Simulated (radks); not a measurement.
Valence configurations of Hg. Method: non-relativistic Kohn-Sham, PBE, spin-polarised, spherical densities, point nucleus; open shells are filled with parallel spins first (spin-orbit coupling, left out, can overturn this in heavy ions); relativity is left out, which matters for an element this heavy; computed with a radial shooting solver on a logarithmic mesh with Libxc functionals. Energies are relative to [Hg]; eigenvalues in eV for spin up.

valence                 E (eV)  moment (Bohr magnetons)    e(4f)    e(5d)   e(6p)    e(6s)
[Hg]                     0.000                        0  -111.41  -12.137       -   -5.293
[Xe] 4f13 5d10 6s2 6p1  118.37                        2  -130.92  -18.347  -2.827   -7.650
[Xe] 4f13 5d10 6s1 6p2  122.17                        4  -132.03  -19.529  -3.693   -8.788
[Xe] 4f12 5d10 6s2 6p2  253.78                        4  -150.98  -24.576  -4.112   -9.707
[Xe] 4f14 5d9 6s2 6p1   12.225                        2  -117.46  -17.190  -2.846   -7.654
[Xe] 4f14 5d10 6s1 6p1   3.534                        2  -112.89  -13.713  -2.462   -6.776
[Xe] 4f14 5d10 6p2       7.926                        2  -114.31  -15.048  -3.102        -
[Xe] 4f13 5d9 6s2 6p2   135.11                        4  -136.98  -23.240  -4.109   -9.671
[Xe] 4f14 5d8 6s2 6p2   27.135                        4  -123.31  -21.899  -4.106   -9.630
[Xe] 4f12 5d10 6s1 6p3  257.76                        6  -151.90  -25.561  -4.847  -10.672

NIST lists [Hg] as the ground configuration; this level of theory agrees among the configurations tried. The energies are those of spherical high-spin densities, not of single terms. Relativity is left out, which favours d and f over s occupation in heavy atoms.
